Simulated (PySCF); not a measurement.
# TlOCl: from structure and modes to constants

All numbers come from PBE0 in PySCF with Tl def2-TZVP with ECP60, O def2-TZVP, Cl def2-TZVP; scalar-relativistic core potentials, no spin–orbit coupling; density-fitted integrals.

The singlet minimum has C∞v symmetry. Masses (u): Tl 204.97441, O 15.99492, Cl 34.96885.

```xyz
3
charge 0 multiplicity 1, angstrom
Tl    0.0000    0.0000   -0.1990
O     0.0000    0.0000   -2.0620
Cl    0.0000    0.0000    2.1109
```

Harmonic wavenumbers (cm⁻¹): 134.3 (π, ×2), 364.0 (σ+, ×1), 756.1 (σ+, ×1).

(1) Find the principal moments of inertia and the rotational constants. What kind of rotor is it?

(2) Find the vibrational entropy and heat capacity at 298.15 K.

## Answers

(1) About the centre of mass I = 231.94 u Å². With B = 16.8576/I this gives 0.07268 cm⁻¹. The molecule is linear.

(2) With u = 1.43878 ω/T, each mode gives S = R[u/(eᵘ−1) − ln(1−e⁻ᵘ)] and C = R u² eᵘ/(eᵘ−1)².
```csv
ω (cm⁻¹),u,S (J/(mol K)),C (J/(mol K))
134.3 (×2),0.648,12.06,8.03
364.0,1.756,4.62,6.47
756.1,3.649,1.03,3.04
```
The sums over all modes are S = 29.8 and C = 25.6 J/(mol K); the softest mode gives 41 % of the entropy (each member, where degenerate).

Only a few start shapes were tried, so a lower isomer may exist. With an element this heavy the missing spin–orbit coupling can shift these numbers.
